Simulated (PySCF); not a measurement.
Radial density of Sr⁺ (strontium, charge +1)

B3LYP, [Kr] 5s1, 2S determinant. Calculation: PySCF 2.14, in def2-TZVP with the def2 core potential (28 electrons) (6s4p3d, 33 functions); scalar relativity through the core potential. This is the valence pseudo-density: the core potential removes the inner electrons and smooths the orbitals near the nucleus.

| r (bohr) | 4πr²ρ (e/bohr) | 4πr²(ρα − ρβ) |
| --- | --- | --- |
| 0.0852 | 2.584e-05 | 0.0000 |
| 0.143 | 0.0001365 | 0.0000 |
| 0.241 | 0.001351 | 0.0000 |
| 0.405 | 0.03806 | 0.0009 |
| 0.682 | 1.240 | 0.0268 |
| 1.15 | 6.576 | 0.0626 |
| 1.93 | 3.394 | 0.0327 |
| 3.24 | 0.5139 | 0.3279 |
| 5.46 | 0.1285 | 0.1277 |
| 9.18 | 0.001147 | 0.0011 |

Energies and moments cover only the electrons outside the core potential.
